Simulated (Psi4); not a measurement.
C3H9O2Si, doublet, geometry from GFN2-xTB; MP2/STO-3G (Psi4 1.11).

Here is a job for Psi4.
```
memory 2 GB

molecule {
0 2
C    -2.27314975   -0.92735090   -0.31781864
O    -0.89153368   -0.76475197   -0.30457590
Si    0.01879470    0.30171243    0.56011980
C    -0.41433734    2.11669430    0.18789395
O     1.53336288    0.10005209   -0.00807647
C     2.17956423   -1.07113937   -0.39841495
H    -2.77974504    0.01491483   -0.54257224
H    -2.51783790   -1.65840423   -1.09001329
H    -2.63045096   -1.29367249    0.64835554
H    -0.40713752    2.28924205   -0.88724470
H    -1.39942526    2.36869412    0.56743619
H     0.30253740    2.79012505    0.64172654
H     2.98617148   -0.79876014   -1.08128763
H     1.49088979   -1.75239707   -0.90080548
H     2.60477603   -1.57534139    0.47398452
}

set {
  basis sto-3g
  reference uhf
}

energy('mp2')
print_variables()
```

It wrote (shortened):

```
    SCF Algorithm Type (re)set to DF.

   => Loading Basis Set <=

    Name: STO-3G
    Role: ORBITAL
    Keyword: BASIS

         ---------------------------------------------------------
                                   SCF
               by Justin Turney, Rob Parrish, Andy Simmonett
                          and Daniel G. A. Smith
                              UHF Reference
         ---------------------------------------------------------

  ==> Geometry <==

    Molecular point group: c1
    Full point group: C1

    Geometry (in Angstrom), charge = 0, multiplicity = 2:

       Center              X                  Y                   Z               Mass
    ------------   -----------------  -----------------  -----------------  -----------------
         C           -2.295314609235    -0.923685775922    -0.338212396468    12.000000000000
         O           -0.913698539235    -0.761086845922    -0.324969656468    15.994914619570
         SI          -0.003370159235     0.305377554078     0.539726043532    27.976926534650
         C           -0.436502199235     2.120359424078     0.167500193532    12.000000000000
         O            1.511198020765     0.103717214078    -0.028470226468    15.994914619570
         C            2.157399370765    -1.067474245922    -0.418808706468    12.000000000000
         H           -2.801909899235     0.018579954078    -0.562965996468     1.007825032230
         H           -2.540002759235    -1.654739105922    -1.110407046468     1.007825032230
         H           -2.652615819235    -1.290007365922     0.627961783532     1.007825032230
         H           -0.429302379235     2.292907174078    -0.907638456468     1.007825032230
         H           -1.421590119235     2.372359244078     0.547042433532     1.007825032230
         H            0.280372540765     2.793790174078     0.621332783532     1.007825032230
         H            2.964006620765    -0.795095015922    -1.101681386468     1.007825032230
         H            1.468724930765    -1.748731945922    -0.921199236468     1.007825032230
         H            2.582611170765    -1.571676265922     0.453590763532     1.007825032230

  Running in c1 symmetry.

  Rotational constants: A =      0.12164  B =      0.07451  C =      0.04981 [cm^-1]
  Rotational constants: A =   3646.72616  B =   2233.71329  C =   1493.37790 [MHz]
  Nuclear repulsion =  318.564295461493145

  Charge       = 0
  Multiplicity = 2
  Electrons    = 57
  Nalpha       = 29
  Nbeta        = 28

  ==> Algorithm <==

  SCF Algorithm Type is DF.
  DIIS enabled.
  MOM disabled.
  Fractional occupation disabled.
  Guess Type is SAD.
  Energy threshold   = 1.00e-08
  Density threshold  = 1.00e-08
  Integral threshold = 1.00e-12

  ==> Primary Basis <==

  Basis Set: STO-3G
    Blend: STO-3G
    Number of shells: 29
    Number of basis functions: 43
    Number of Cartesian functions: 43
    Spherical Harmonics?: true
    Max angular momentum: 1

   => Loading Basis Set <=

    Name: (STO-3G AUX)
    Role: JKFIT
    Keyword: DF_BASIS_SCF

  ==> Integral Setup <==

  SCF_SUBTYPE=INCORE selected. In-core MEM_DF algorithm will be used.
  Using in-core AOs.

  ==> MemDFJK: Density-Fitted J/K Matrices <==

    J tasked:                   Yes
    K tasked:                   Yes
    wK tasked:                   No
    Algorithm:                 Core
    Schwarz Cutoff:           1E-12
    Mask sparsity (%):       2.2715
    Fitting Condition:        1E-10

   => Auxiliary Basis Set <=

  Basis Set: (STO-3G AUX)
    Blend: DEF2-UNIVERSAL-JKFIT
    Number of shells: 217
    Number of basis functions: 669
    Number of Cartesian functions: 788
    Spherical Harmonics?: true
    Max angular momentum: 4

  Minimum eigenvalue in the overlap matrix is 2.2834997733E-01.
  Reciprocal condition number of the overlap matrix is 9.9230928798E-02.
    Using symmetric orthogonalization.

  ==> Pre-Iterations <==

[...]

    Alpha Occupied:

[...]
    Alpha Virtual:

[...]
    Beta Occupied:

[...]
      28A     -0.296735

    Beta Virtual:

[...]
    Final Occupation by Irrep:
              A
    DOCC [    28 ]
    SOCC [     1 ]
    NA   [    29 ]
    NB   [    28 ]

  @DF-UHF Final Energy:  -550.75066782177828

   => Energetics <=

    Nuclear Repulsion Energy =            318.5642954614931455
    One-Electron Energy =               -1396.9687925338087098
    Two-Electron Energy =                 527.6538292505372283
    Total Energy =                       -550.7506678217782792

  UHF NO Occupations:
  HONO-2 :   27  A 1.9991612
  HONO-1 :   28  A 1.9986577
  HONO-0 :   29  A 1.0000000
  LUNO+0 :   30  A 0.0013423
  LUNO+1 :   31  A 0.0008388
  LUNO+2 :   32  A 0.0004647
  LUNO+3 :   33  A 0.0000273

Computation Completed

Properties will be evaluated at   0.000000,   0.000000,   0.000000 [a0]

Properties computed using the SCF density matrix

 Multipole Moments:

 ------------------------------------------------------------------------------------
     Multipole            Electronic (a.u.)      Nuclear  (a.u.)        Total (a.u.)
 ------------------------------------------------------------------------------------

 L = 1.  Multiply by 2.5417464519 to convert [e a0] to [Debye]
 Dipole X            :          1.9736968           -2.3874738           -0.4137770
 Dipole Y            :         -0.5426740            0.3947864           -0.1478876
 Dipole Z            :          2.6804578           -2.1967013            0.4837565
 Magnitude           :                                                    0.6535308

 ------------------------------------------------------------------------------------

  //>>>>>>>>>>>>>>>>>>>>>>>>>>>>>>>>>>>//
  //               DFMP2               //
  //<<<<<<<<<<<<<<<<<<<<<<<<<<<<<<<<<<<//

   => Loading Basis Set <=

    Name: (STO-3G AUX)
    Role: RIFIT
    Keyword: DF_BASIS_MP2

	 --------------------------------------------------------
	                          DF-MP2
	      2nd-Order Density-Fitted Moller-Plesset Theory

	        Rob Parrish, Justin Turney, Andy Simmonett,
	           Ed Hohenstein, and C. David Sherrill
	 --------------------------------------------------------

	 --------------------------------------------------------
	                 NBF =    43, NAUX =   428
	 --------------------------------------------------------
	   CLASS    FOCC     OCC    AOCC    AVIR     VIR    FVIR
	   ALPHA       0      29      29      14      14       0
	    BETA       0      28      28      15      15       0
	 --------------------------------------------------------

	-----------------------------------------------------------
	 ==================> DF-MP2 Energies <====================
	-----------------------------------------------------------
	 Reference Energy          =    -550.7506678217782792 [Eh]
	 Singles Energy            =      -0.0000000000000000 [Eh]
	 Same-Spin Energy          =      -0.0350191855192670 [Eh]
	 Opposite-Spin Energy      =      -0.2197717034576202 [Eh]
	 Correlation Energy        =      -0.2547908889768872 [Eh]
	 Total Energy              =    -551.0054587107551924 [Eh]
	-----------------------------------------------------------
	 ================> DF-SCS-MP2 Energies <==================
	-----------------------------------------------------------
	 SCS Same-Spin Scale       =       0.3333333333333333 [-]
	 SCS Opposite-Spin Scale   =       1.2000000000000000 [-]
	 SCS Same-Spin Energy      =      -0.0116730618397557 [Eh]
	 SCS Opposite-Spin Energy  =      -0.2637260441491442 [Eh]
	 SCS Correlation Energy    =      -0.2753991059888999 [Eh]
	 SCS Total Energy          =    -551.0260669277671468 [Eh]
	-----------------------------------------------------------

  Variable Map:
  ----------------------------------------------------------------------------
[...]
  Array Variable Map:
  ----------------------------------------------------------------------------
[...]
[...]
```
